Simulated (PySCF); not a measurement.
F3In, charge +1, doublet, at a GFN2-xTB geometry of the parent state (such geometries of metal compounds can be far from the true shape) (a state made from the parent by changing its charge; the spin is typed, not shown lowest) (all electrons, no relativity); HF/STO-3G (PySCF).

The PySCF input:
```python
from pyscf import gto, scf

mol = gto.M(
    atom='''
In    0.00000000    0.00000000    0.00000000
F    -1.67769182   -1.02031088    0.03026648
F     0.01519865    1.84496979   -0.67264826
F     1.66249317   -0.82465891    0.64238177
''',
    basis='sto-3g',
    charge=1,
    spin=1,
    verbose=4,
)

mf = scf.UHF(mol)
mf.kernel()
mf.analyze()
```

Output, abridged:

```
PySCF version 2.14.0

[INPUT] verbose = 4
[INPUT] num. atoms = 4
[INPUT] num. electrons = 75
[INPUT] charge = 1
[INPUT] spin (= nelec alpha-beta = 2S) = 1
[INPUT] symmetry False subgroup None
[INPUT] Mole.unit = angstrom
[INPUT] Symbol           X                Y                Z      unit          X                Y                Z       unit  Magmom
[...]
nuclear repulsion = 394.303873076735
number of shells = 20
number of NR pGTOs = 126
number of NR cGTOs = 42
basis = sto-3g
ecp = {}

******** <class 'pyscf.scf.uhf.UHF'> ********
method = UHF
initial guess = minao
damping factor = 0
level_shift factor = 0
DIIS = <class 'pyscf.scf.diis.CDIIS'>
diis_start_cycle = 1
diis_space = 8
diis_damp = 0
SCF conv_tol = 1e-09
SCF conv_tol_grad = None
SCF max_cycles = 50
direct_scf = True
direct_scf_tol = 1e-13
number electrons alpha = 38  beta = 37
Set gradient conv threshold to 3.16228e-05
init E= -5960.84705504222

cycle= 1 E= -5976.62626814129  delta_E= -15.8  |g|= 0.242  |ddm|= 1.97
cycle= 2 E= -5976.6872976751  delta_E= -0.061  |g|= 0.0834  |ddm|= 0.489
cycle= 3 E= -5976.70303773523  delta_E= -0.0157  |g|= 0.0765  |ddm|= 0.281
cycle= 4 E= -5976.71218939686  delta_E= -0.00915  |g|= 0.0565  |ddm|= 0.126
cycle= 5 E= -5976.72722309552  delta_E= -0.015  |g|= 0.0561  |ddm|= 0.251
cycle= 6 E= -5976.7365092403  delta_E= -0.00929  |g|= 0.0558  |ddm|= 0.164
cycle= 7 E= -5976.75430072907  delta_E= -0.0178  |g|= 0.0271  |ddm|= 0.418
cycle= 8 E= -5976.75684139488  delta_E= -0.00254  |g|= 0.00731  |ddm|= 0.166
cycle= 9 E= -5976.75700631243  delta_E= -0.000165  |g|= 0.00497  |ddm|= 0.0329
cycle= 10 E= -5976.75708085485  delta_E= -7.45e-05  |g|= 0.00258  |ddm|= 0.0277
cycle= 11 E= -5976.75710036635  delta_E= -1.95e-05  |g|= 0.00172  |ddm|= 0.0111
cycle= 12 E= -5976.75710836102  delta_E= -7.99e-06  |g|= 0.00182  |ddm|= 0.00967
cycle= 13 E= -5976.7571289911  delta_E= -2.06e-05  |g|= 0.00125  |ddm|= 0.0125
cycle= 14 E= -5976.75714581813  delta_E= -1.68e-05  |g|= 0.00091  |ddm|= 0.0143
cycle= 15 E= -5976.75715659671  delta_E= -1.08e-05  |g|= 0.00073  |ddm|= 0.0118
cycle= 16 E= -5976.75716265933  delta_E= -6.06e-06  |g|= 0.000548  |ddm|= 0.00936
cycle= 17 E= -5976.75716624985  delta_E= -3.59e-06  |g|= 0.000472  |ddm|= 0.00645
cycle= 18 E= -5976.75716823386  delta_E= -1.98e-06  |g|= 0.000444  |ddm|= 0.00382
cycle= 19 E= -5976.75717190451  delta_E= -3.67e-06  |g|= 0.000399  |ddm|= 0.0077
cycle= 20 E= -5976.75717808637  delta_E= -6.18e-06  |g|= 0.000314  |ddm|= 0.016
[...]
converged SCF energy = -5976.75718629872  <S^2> = 0.7619866  2S+1 = 2.0119509
Total Energy =                       -5976.757186298716078
[...]
[...]
To work with the spin densities directly, `use mulliken_meta_spin()` only printing them here.

 ** Mulliken spin pop alpha/beta on meta-lowdin orthogonal AOs **
 ** Mulliken Spin Density (per AO)  **
spin_pop of  0 In 1s       -0.00000
spin_pop of  0 In 2s       -0.00000
spin_pop of  0 In 3s       -0.00001
spin_pop of  0 In 4s       -0.00014
spin_pop of  0 In 5s       -0.07496
spin_pop of  0 In 2px      -0.00000
spin_pop of  0 In 2py      -0.00000
spin_pop of  0 In 2pz      -0.00000
spin_pop of  0 In 3px      -0.00000
spin_pop of  0 In 3py       0.00000
spin_pop of  0 In 3pz       0.00000
spin_pop of  0 In 4px      -0.00003
spin_pop of  0 In 4py      -0.00000
spin_pop of  0 In 4pz       0.00000
spin_pop of  0 In 5px      -0.05384
spin_pop of  0 In 5py      -0.01408
spin_pop of  0 In 5pz      -0.00955
spin_pop of  0 In 3dxy      0.00000
spin_pop of  0 In 3dyz      0.00000
spin_pop of  0 In 3dz^2     0.00000
spin_pop of  0 In 3dxz      0.00000
spin_pop of  0 In 3dx2-y2    0.00000
spin_pop of  0 In 4dxy      0.00372
spin_pop of  0 In 4dyz      0.00009
spin_pop of  0 In 4dz^2    -0.00001
spin_pop of  0 In 4dxz      0.00049
spin_pop of  0 In 4dx2-y2    0.00028
spin_pop of  1 F 1s       -0.00000
spin_pop of  1 F 2s       -0.00292
spin_pop of  1 F 2px       0.04339
spin_pop of  1 F 2py       0.03141
spin_pop of  1 F 2pz       0.00269
spin_pop of  2 F 1s       -0.00000
spin_pop of  2 F 2s        0.00559
spin_pop of  2 F 2px       0.94586
spin_pop of  2 F 2py       0.01313
spin_pop of  2 F 2pz       0.03456
spin_pop of  3 F 1s       -0.00000
spin_pop of  3 F 2s       -0.00291
spin_pop of  3 F 2px       0.04214
spin_pop of  3 F 2py       0.02331
spin_pop of  3 F 2pz       0.01178
 ** Mulliken Spin Density (per atom)  **
spin density of  0 In =     -0.14803
spin density of  1 F =      0.07456
spin density of  2 F =      0.99914
spin density of  3 F =      0.07433
 ** Mulliken pop alpha/beta on meta-lowdin orthogonal AOs **
 ** Mulliken pop       alpha | beta **
In total            38.00000 | 37.00000
 ** Mulliken atomic charges   ( Nelec_alpha | Nelec_beta ) **
charge of  0In =      1.08601  (    23.88298     24.03101 )
charge of  1F =     -0.17146  (     4.62301      4.54845 )
charge of  2F =      0.25693  (     4.87110      3.87197 )
charge of  3F =     -0.17148  (     4.62290      4.54858 )

WARN: System has nonzero charge 1; the dipole moment is origin-dependent.
Location of origin: [0. 0. 0.]

Dipole moment(X, Y, Z, Debye):  0.04017,  4.88691, -1.78171
```
